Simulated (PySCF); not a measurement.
C5H6O2, SMILES C#C[C@H](C)C(=O)O.

Geometry: B3LYP-D3(BJ)/def2-SVP. Other conformers were not sampled.

Computed with PBE/def2-TZVP (PySCF).

Gas-phase values at a fixed geometry.

Computed frontier levels, gap, dipole moment and polarisability:
```json
{
 "highest_occupied_level": "-6.38 eV",
 "lowest_empty_level": "-1.29 eV",
 "orbital_gap": "5.09 eV",
 "dipole_moment": "1.17 D",
 "quadrupole, principal values (traceless, Buckingham form, about the centre of nuclear charge)": "-9.47, 3.55, 5.92 D·Å",
 "mean_static_polarisability": "65.1 bohr³ (9.65 Å³)",
 "polarisability_principal_values": "50.0, 63.1, 82.3 bohr³"
}
```
